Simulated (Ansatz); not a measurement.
C3H10O3Sn⁺, that is SnH(OMe)3 with one electron fewer. Charge 1, multiplicity 2. Geometry PBE-D4/def2-SVP, that of the neutral singlet.

```xyz
17

Sn   -1.377   -0.053    0.780
H    -2.863   -0.106    1.630
O    -1.361    1.431   -0.575
C    -0.142    2.109   -0.835
H    -0.382    3.083   -1.316
H     0.519    1.545   -1.537
H     0.448    2.324    0.085
O    -1.038   -1.774   -0.199
C    -0.334   -1.736   -1.430
H    -0.542   -2.681   -1.978
H     0.772   -1.669   -1.288
H    -0.642   -0.890   -2.087
O     0.167    0.256    2.030
C     1.419   -0.338    1.730
H     2.035   -0.335    2.655
H     1.986    0.228    0.951
H     1.335   -1.394    1.384
```

In the def2 sets Sn takes a core potential; there is no spin–orbit coupling. LC-ωPBE has ω = 0.4 bohr⁻¹. At PBE-D4/def2-TZVP the gap within one spin of the charge 1 doublet nearly closes, so an electron or hole may be smeared out by delocalisation error.

Question: Estimate the α-spin orbital energies around the gap (eV) in Ansatz with PBE-D4/def2-TZVP, PBE0-D4/def2-TZVP, LC-ωPBE/def2-TZVP.

Answer: 
```json
{"orbital": "HOMO−5", "PBE-D4/def2-TZVP": "-12.85", "PBE0-D4/def2-TZVP": "-14.38", "LC-ωPBE/def2-TZVP": "-18.97"}
{"orbital": "HOMO−4", "PBE-D4/def2-TZVP": "-12.34", "PBE0-D4/def2-TZVP": "-14.08", "LC-ωPBE/def2-TZVP": "-18.16"}
{"orbital": "HOMO−3", "PBE-D4/def2-TZVP": "-12.33", "PBE0-D4/def2-TZVP": "-13.99", "LC-ωPBE/def2-TZVP": "-16.09"}
{"orbital": "HOMO−2", "PBE-D4/def2-TZVP": "-12.12", "PBE0-D4/def2-TZVP": "-13.86", "LC-ωPBE/def2-TZVP": "-15.50"}
{"orbital": "HOMO−1", "PBE-D4/def2-TZVP": "-11.90", "PBE0-D4/def2-TZVP": "-13.56", "LC-ωPBE/def2-TZVP": "-15.04"}
{"orbital": "HOMO", "PBE-D4/def2-TZVP": "-11.88", "PBE0-D4/def2-TZVP": "-13.47", "LC-ωPBE/def2-TZVP": "-15.02"}
{"orbital": "LUMO", "PBE-D4/def2-TZVP": "-7.45", "PBE0-D4/def2-TZVP": "-6.51", "LC-ωPBE/def2-TZVP": "-4.27"}
{"orbital": "LUMO+1", "PBE-D4/def2-TZVP": "-5.39", "PBE0-D4/def2-TZVP": "-4.54", "LC-ωPBE/def2-TZVP": "-2.37"}
{"orbital": "LUMO+2", "PBE-D4/def2-TZVP": "-5.38", "PBE0-D4/def2-TZVP": "-4.54", "LC-ωPBE/def2-TZVP": "-2.31"}
{"orbital": "LUMO+3", "PBE-D4/def2-TZVP": "-4.29", "PBE0-D4/def2-TZVP": "-3.43", "LC-ωPBE/def2-TZVP": "-1.46"}
{"orbital": "LUMO+4", "PBE-D4/def2-TZVP": "-3.30", "PBE0-D4/def2-TZVP": "-2.45", "LC-ωPBE/def2-TZVP": "-0.77"}
{"orbital": "LUMO+5", "PBE-D4/def2-TZVP": "-2.76", "PBE0-D4/def2-TZVP": "-1.91", "LC-ωPBE/def2-TZVP": "-0.20"}
{"orbital": "β HOMO", "PBE-D4/def2-TZVP": "-11.49", "PBE0-D4/def2-TZVP": "-12.49", "LC-ωPBE/def2-TZVP": "-14.99"}
{"orbital": "β LUMO", "PBE-D4/def2-TZVP": "-11.51", "PBE0-D4/def2-TZVP": "-11.37", "LC-ωPBE/def2-TZVP": "-9.59"}
```
